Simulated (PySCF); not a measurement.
**Orbital picture of NaPb**

PBE0 at R = 2.983 Å; Na def2-SVPD, Pb def2-SVPD with ECP60; scalar-relativistic core potentials (PySCF 2.14). State: ²Π (doublet), unpaired electrons π ↑, a second solution, started from another occupation. Only the outer orbitals are listed, counted within each symmetry, core potentials removing the inner ones.

```
spin  orbital  occ.  ε (eV)  on Na (%)            main shells (%)
   α       1δ     1  -22.71          0                   100 Pb d
   α       1δ     1  -22.65          0                   100 Pb d
   α       3π     1  -22.51          0                   100 Pb d
   α       6σ     1  -22.23          0                   100 Pb d
   α       3π     1  -22.23          0                   100 Pb d
   α       7σ     1  -12.67          2                    98 Pb s
   α       8σ     1   -4.20         28           72 Pb p, 26 Na s
   α       4π     1   -4.12          5                    95 Pb p
   α       4π     0   -2.47          9            91 Pb p, 8 Na p
   α       9σ     0   -1.25         77  54 Na s, 23 Na p, 13 Pb p
   α       5π     0    0.03         96                    96 Na p
   β       1δ     1  -22.64          0                   100 Pb d
   β       1δ     1  -22.51          0                   100 Pb d
   β       3π     1  -22.48          0                   100 Pb d
   β       6σ     1  -22.09          0                   100 Pb d
   β       3π     1  -22.08          0                   100 Pb d
   β       7σ     1  -11.89          3                    97 Pb s
   β       8σ     1   -3.87         44           56 Pb p, 42 Na s
   β       4π     0   -2.15         13           87 Pb p, 12 Na p
   β       4π     0   -1.50         22           78 Pb p, 21 Na p
   β       9σ     0   -1.28         69  37 Na s, 32 Na p, 20 Pb p
```

**Question.** Which are the highest filled and the lowest empty level, where do they sit, and how wide is the gap?

**Answer.** Highest filled β 8σ at -3.87 eV (in %: 56 Pb p, 42 Na s); lowest empty α 4π at -2.47 eV (in %: 91 Pb p, 8 Na p); the gap at PBE0 is 1.40 eV.

| Item | Value |
| --- | --- |
| bond order (Mayer) | 1.02 |
| ⟨S²⟩ | 0.770 |
| charge on Na (Mulliken, basis-dependent) | 0.19 |
| charge on Na (Löwdin, basis-dependent) | 0.05 |
| dipole moment (positive dipole means Na(−)Pb(+)) | -4.12 D |

These are scalar-relativistic numbers at best; spin–orbit coupling would shift them, the dissociation energy most.
